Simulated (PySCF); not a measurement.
Molecule: `FB(BN)F`, B2F2H3N.

Bonds (- single, = double, # triple, : aromatic): N1-B2, B2-B3, B3-F4, B3-F5. N1 carries H6, H7; B2 carries H8.

Frames of a GFN2-xTB Langevin trajectory at 600 K; GIAO PBE0/pcSseg-1 shieldings in PySCF 2.14.0 with density-fitted response routines, gas phase, non-relativistic; equivalent atoms averaged within each frame.

Scale: 15N (σref 267.73) against NH3; 11B (σref 100.07) vs BF3·OEt2; 19F (σref 170.95) against CFCl3; 1H (σref 31.72) against TMS (reference shieldings calculated alike). The references are static minima.

Question: How do the shifts (ppm) fluctuate along the trajectory?

Answer: 
```csv
time (fs),N1,B2,B3,F4/F5,H8,H6/H7
optimised geometry,130.3,37.3,29.3,-39.9,5.15,4.90
250,135.2,42.0,28.5,-34.7,5.63,4.89
425,126.3,42.3,27.7,-42.0,5.00,4.53
625,121.2,41.7,30.3,-44.7,6.08,4.60
800,151.5,34.5,27.3,-42.4,5.28,5.92
1000,153.9,40.8,27.1,-39.8,5.32,6.05
mean of frames,137.6,40.2,28.2,-40.7,5.46,5.20
standard deviation,14.7,3.3,1.3,3.8,0.41,0.73
```

5 frames give an uncertainty of the mean of about the standard deviation over 2.2 at best, since frames this close in time may not be independent; classical motion lacks zero-point vibration, and the reference would need the same averaging.
